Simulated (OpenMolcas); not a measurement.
# Levels of Ir V by method

```yaml
Program: OpenMolcas
Basis: ANO-RCC-VTZP [8s7p5d3f1g]
Scalar_Hamiltonian: DKH2, point nucleus
Active_space: 11 electrons in 8 orbitals (RAS1 5p, at most 2 holes; RAS2 5d)
State_averaging: 2S+1 = 6 even, 1 root; 2S+1 = 4 even, 24 roots; 2S+1 = 2 even, 75 roots
Spin-orbit_coupling: state interaction with AMFI integrals over the reference wave functions, term energies averaged over their components
```

Methods on the same reference wave functions:
A. RASSCF
B. SS-RASPT2, IPEA 0.25 Eh, imaginary shift 0.1 Eh (closed shells correlated: 5s)
C. MS-RASPT2, IPEA 0.25 Eh, imaginary shift 0.1 Eh (closed shells correlated: 5s)

Energies in cm-1 above 5d5 6S 5/2.

```json
{"Level": "5d5 6S 5/2", "A": "0.0", "B": "0.0", "C": "0.0"}
{"Level": "5d5 4G 7/2 [63 %]", "A": "27228", "B": "23660", "C": "23660"}
{"Level": "5d5 4G 11/2", "A": "28675", "B": "25020", "C": "25020"}
{"Level": "5d5 4G 9/2", "A": "29707", "B": "26060", "C": "26060"}
{"Level": "5d5 4P 1/2 [60 %]", "A": "30463", "B": "27900", "C": "27900"}
{"Level": "5d5 4D 7/2 [65 %]", "A": "35240", "B": "31230", "C": "31230"}
{"Level": "5d5 4D 1/2 [66 %]", "A": "39266", "B": "35750", "C": "35750"}
{"Level": "5d5 2I 11/2 [72 %]", "A": "41462", "B": "36710", "C": "36710"}
{"Level": "5d5 2I 13/2", "A": "45472", "B": "40360", "C": "40360"}
{"Level": "5d5 2H 9/2 [52 %]", "A": "51033", "B": "46780", "C": "46780"}
{"Level": "5d5 2F 5/2(2) [50 %]", "A": "55528", "B": "50260", "C": "50260"}
{"Level": "5d5 2H 11/2 [70 %]", "A": "60345", "B": "56020", "C": "56020"}
{"Level": "5d5 2S 1/2", "A": "60956", "B": "54690", "C": "54690"}
{"Level": "5d5 2D 3/2(2)", "A": "67230", "B": "61420", "C": "61420"}
{"Level": "5d5 2D 5/2(2) [51 %]", "A": "72545", "B": "66850", "C": "66850"}
{"Level": "5d5 2G 9/2(2)", "A": "75678", "B": "68380", "C": "68380"}
{"Level": "5d5 2G 7/2(2)", "A": "77890", "B": "70720", "C": "70720"}
{"Level": "5d5 2P 3/2", "A": "86240", "B": "77010", "C": "77010"}
{"Level": "5d5 2P 1/2", "A": "90822", "B": "81630", "C": "81630"}
{"Level": "5d5 2D 5/2(3)", "A": "96630", "B": "88390", "C": "88390"}
{"Level": "5d5 2D 3/2(3)", "A": "99538", "B": "91040", "C": "91040"}
```

Between B and C no level of the table moves by more than 5 cm-1.

From A to B the spin-free energies of the other terms of 5d5 shown, above 6S, scale by factors of 0.87 to 0.94, as is usual when dynamic correlation screens the repulsion within a d or f shell.

The lowest spin-free term lies below A's lowest term by 0.271 hartree in B, 0.271 hartree in C.

CASPT2 breaks the degeneracy within a term, and the mean is taken; among the terms shown or strongly mixed into the levels shown the widest spread is 470 cm-1 (5d5 4F, C). Active for correlation alone: 5p; no level in the range computed is led by a configuration that opens it, so any true level of that kind is missing. Without dynamic correlation excited terms often stand tens of per cent too high (terms of higher spin than the ground term too low), and those without a measured partner can miss by more than the paired ones (holds for A). Blocks of more than 70 roots (2S+1 = 2 even) ran without multistate coupling (holds for C). Only configurations of the active space appear. Levels that lie high or do not pair safely by name in every column are left out.

A share in square brackets marks a mixed level and gives the weight of the term that names it, the lowest over the columns. A number in round brackets counts repeated terms of one configuration in the order of the reference energies.
